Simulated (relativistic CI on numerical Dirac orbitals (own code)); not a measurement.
# A ladder of approximations for the levels of Mn³⁺

Calculated with a relativistic CI code on KLI orbitals (one set per configuration, finite nucleus), adding one ingredient at a time: step 1, Dirac-Coulomb, each configuration alone; step 2, with Breit and QED terms; step 3, with configuration mixing; step 4, with scaled Slater integrals (0.85); step 5, with a P86 correlation estimate; step 6, tied to the ionisation limit. P86 is a density functional for the correlation energy, evaluated here for each configuration and added to its levels. Step 6 is semi-empirical: configurations made of the next ion and one excited electron move by 918 cm⁻¹, so that their limit matches the tabulated ionisation energy, and those with a non-penetrating f or g electron also take the P86 value of the least penetrating other one.

Configurations in the expansion (outside the closed core [Ne]): 3s2.3p6.3d4, 3s2.3p6.3d3.4s, 3s2.3p6.3d3.4p, 3s2.3p6.3d3.4d, 3s2.3p5.3d5, 3s2.3p6.3d3.5s, 3s2.3p6.3d3.5p, 3s2.3p6.3d3.4f, 3s2.3p6.3d3.5d, 3s2.3p6.3d2.4s.4p, 3s2.3p6.3d3.5f, 3s.3p6.3d5, 3s2.3p6.3d2.4s2, 3s2.3p6.3d.4s2.4p, 3s2.3p6.3d.4s2.4d, 3s2.3p6.3d.4s2.5s, 3s2.3p6.3d.4s2.5p, 3s2.3p6.3d2.4p2, 3s2.3p6.3d.4s.4p2, 3s2.3p6.3d.4p3, 3s2.3p6.3d.4p2.4d, 3s2.3p6.3d.4p2.5s, 3s2.3p6.3d.4p2.5p, 3s2.3p6.3d2.4s.4d, 3s2.3p6.3d.4s.4p.4d, 3s2.3p6.3d.4s.4d2, 3s2.3p6.3d.4s.4d.5s, 3s2.3p6.3d.4s.4d.5p.

Computed minus measured energy above the ground level, in cm⁻¹, for 20 of the 64 excited levels that pair in every step (one J of a term; a digit in brackets numbers repeated terms):

| Configuration | Term | J | Measured | Step 1 | Step 2 | Step 3 | Step 4 | Step 5 | Step 6 |
| --- | --- | --- | --- | --- | --- | --- | --- | --- | --- |
| 3s2.3p6.3d4 | a 5D | 1 | 99 | 9 | -7 | -9 | -8 | -8 | -8 |
| 3s2.3p6.3d4 | a 3P | 0 | 20654 | 4519 | 4580 | 4253 | 523 | 523 | 522 |
| 3s2.3p6.3d4 | a 3H | 4 | 21281 | 2102 | 2020 | 2757 | -864 | -869 | -870 |
| 3s2.3p6.3d4 | a 3F | 2 | 22791 | 4165 | 4096 | 3732 | -94 | -96 | -96 |
| 3s2.3p6.3d4 | a 3G | 3 | 25440 | 4115 | 4037 | 3569 | -626 | -627 | -627 |
| 3s2.3p6.3d4 | a 3D | 3 | 31385 | 6870 | 6777 | 4721 | -310 | -310 | -310 |
| 3s2.3p6.3d4 | b 3F | 4 | 53212 | 9928 | 9823 | 9150 | -82 | -68 | -67 |
| 3s2.3p6.3d3.4s | a 5F | 2 | 111710 | -3181 | -2961 | -2431 | -3648 | 2033 | 2948 |
| 3s2.3p6.3d3.4s | c 3F | 2 | 119446 | -1011 | -783 | -1342 | -3914 | 1779 | 2692 |
| 3s2.3p6.3d3.4s | b 3G | 3 | 130970 | 73 | 217 | 622 | -3841 | 1840 | 2755 |
| 3s2.3p6.3d3.4s | b 3H | 4 | 137853 | -47 | 32 | 378 | -5006 | 675 | 1590 |
| 3s2.3p6.3d3.4s | d 3F | 4 | 152700 | 4356 | 4468 | 4732 | -3502 | 2178 | 3094 |
| 3s2.3p6.3d3.4p | z 5G° | 2 | 167890 | -4921 | -4721 | -3718 | -4769 | 1529 | 2445 |
| 3s2.3p6.3d3.4p | z 5D° | 1 | 170578 | -3601 | -3426 | -2480 | -3983 | 2316 | 3232 |
| 3s2.3p6.3d3.4p | z 5F° | 3 | 172082 | -4419 | -4302 | -3310 | -4871 | 1427 | 2343 |
| 3s2.3p6.3d3.4p | z 3D° | 1 | 172091 | -3853 | -3708 | -2963 | -4579 | 1722 | 2637 |
| 3s2.3p6.3d3.4p | z 3G° | 3 | 175436 | -3360 | -3208 | -2365 | -4627 | 1673 | 2589 |
| 3s2.3p6.3d3.4p | z 3F° | 2 | 177630 | -2714 | -2562 | -2141 | -4741 | 1565 | 2479 |
| 3s2.3p6.3d3.4p | z 5P° | 1 | 184566 | -1095 | -962 | 17 | -3982 | 2316 | 3232 |
| 3s2.3p6.3d3.4p | z 3H° | 4 | 186659 | -2048 | -1954 | -986 | -5193 | 1106 | 2022 |

Mean absolute errors in cm⁻¹, over all paired levels and for the configurations:

```tsv
Configuration, levels	Step 1	Step 2	Step 3	Step 4	Step 5	Step 6
all, 64	3274	3208	2762	2982	1238	1839
3s2.3p6.3d4, 22	4347	4260	3831	349	348	348
3s2.3p6.3d3.4s, 16	1801	1781	1937	3985	1698	2613
3s2.3p6.3d3.4p, 26	3273	3196	2364	4592	1708	2624
```

Measured levels: Corliss and Sugar, J. Phys. Chem. Ref. Data 6, 1253 (1977).

Problem. What does each ingredient do to the ground and the excited configurations, and where is the model closest to experiment?

Solution. Terms of the ground configuration are off by 4347 at first, 3831 with mixing and 349 after scaling, which stands in for the correlation that narrows term splittings. The Breit and QED terms change the top of the ground term (measured 886) from 1020 to 854. Mixing lowers the ground level by 1077; relative to it the configurations that move most are 3s2.3p6.3d3.4p by +865, 3s2.3p6.3d3.4s by +221. The P86 estimate moves 3s2.3p6.3d3.4p by +6300, 3s2.3p6.3d3.4s by +5683, and takes the mean absolute error of the excited configurations from 4361 to 1704. Step 6 takes that error from 1704 to 2620; it grows for 3s2.3p6.3d3.4s, 3s2.3p6.3d3.4p. The shift fits the limit, so it does little for low levels whose errors differ from those near the limit. The mean absolute error is lowest at step 5 (1238 cm⁻¹), and the largest single drop is from step 4 to 5 (2982 to 1238).
